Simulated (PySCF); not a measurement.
**C5H8F3Si: g tensor and hyperfine couplings**

C5H8F3Si (doublet state).
Cartesian coordinates in Å at the GFN2-xTB level; atoms count from 1:
```xyz
17
C5H8F3Si angstrom
F     -1.4584    1.2516    0.7436
C     -1.8408    0.3663   -0.2113
F     -2.8211   -0.3856    0.3424
C     -0.6534   -0.5091   -0.6634
C     -0.1065   -1.2666    0.4899
C      0.9904   -0.6461    1.2668
Si     1.5166    0.8731    0.2531
F      3.0819    0.7813   -0.1582
C      0.4365    0.4049   -1.2419
H     -2.2920    0.9440   -1.0339
H     -1.0707   -1.1858   -1.4194
H     -0.6154   -2.1449    0.8452
H      0.6462   -0.3916    2.2757
H      1.8079   -1.3595    1.4195
H      1.3523    2.1957    0.8217
H      1.0246   -0.1602   -1.9652
H     -0.0053    1.2445   -1.7744
```

The hyperfine couplings belong to this conformer and change with its torsions.

The species is `[C@H]1([CH]C[Si@H](C1)F)C(F)F` [radical].

The calculation used UKS B3LYP, pcH-1 on C F H Si, non-relativistic, mean-field spin-orbit, GIAO in PySCF. Geometry: GFN2-xTB, one conformer, isolated molecule. A GFN2-xTB geometry isn't a minimum of the functional, and hyperfine couplings can be far from their values at a DFT geometry. The SCF solution wasn't tested for stability.

* g1, g2, g3: 2.00217, 2.00292, 2.00320
* g_iso: 2.00276
* Form of g: rhombic: the two nearest values differ by 27 % of g3 − g1
* ⟨S²⟩: 0.7540 (exact 0.7500)
* HOMO–LUMO gap, α and β orbitals: 6.25, 6.46 eV
* Basis functions: 315

Isotropic coupling and dipolar principal values T1 to T3, in 10⁻⁴ cm⁻¹ (1 × 10⁻⁴ cm⁻¹ = 2.998 MHz):

```
atom  isotope  a_iso  of which spin–orbit     T1     T2    T3  Mulliken spin population
  F1      19F    0.7                  0.0   -2.6    0.2   2.5                      0.00
  C2      13C   25.8                  0.0   -2.4   -2.2   4.6                      0.05
  F3      19F    5.1                  0.0   -2.4    1.1   1.3                      0.00
  C4      13C  -10.5                  0.0   -0.5   -0.3   0.8                     -0.07
  C5      13C   34.0                  0.0  -26.8  -26.7  53.6                      1.02
  C6      13C  -10.9                  0.0   -1.0    0.2   0.8                     -0.09
 Si7     29Si   -0.4                  0.0   -0.5    0.2   0.3                      0.00
  F8      19F   -0.4                  0.0   -0.3   -0.1   0.4                      0.00
  C9      13C    3.3                  0.0   -0.6   -0.5   1.0                      0.01
 H10       1H    3.1                  0.0   -1.3   -0.6   1.9                      0.01
 H11       1H   15.5                  0.0   -1.7   -1.4   3.1                      0.02
 H12       1H  -20.1                  0.0  -12.6   -0.3  12.9                     -0.04
 H13       1H   43.3                  0.0   -1.8   -1.0   2.9                      0.05
 H14       1H   37.9                  0.0   -1.8   -1.4   3.2                      0.04
 H15       1H   -0.3                  0.0   -0.4   -0.4   0.8                      0.00
 H16       1H   -0.9                  0.0   -1.1   -0.8   1.8                      0.00
 H17       1H    0.4                  0.0   -0.7   -0.5   1.2                      0.00
```

The largest Mulliken spin populations are on C5 (+1.02), C6 (-0.09) and C4 (-0.07). C5 is the only atom above +0.15. The positive populations add up to 1.20 and the negative ones to -0.20, together 2S = 1. The angles at C5 add up to 359.1°, so it is planar; its axial dipolar tensor and the negative coupling of its proton fit spin in a p orbital normal to that plane.

Axes: g2 points within 9° of the C4–C5 bond.

Under fast tumbling the dipolar parts average out, and these isotropic splittings remain (the largest six): 1 × 1H (H13, I = 1/2, 2 lines) with 4.63 mT, 1 × 1H (H14, I = 1/2, 2 lines) with 4.06 mT, 1 × 1H (H12, I = 1/2, 2 lines) with 2.15 mT, 1 × 1H (H11, I = 1/2, 2 lines) with 1.66 mT, 1 × 19F (F3, I = 1/2, 2 lines) with 0.54 mT and 1 × 1H (H10, I = 1/2, 2 lines) with 0.33 mT.

The 13C coupling of C5 (101.8 MHz) shows only in satellite lines or after enrichment, since that isotope makes up about 1.07 % of natural carbon.
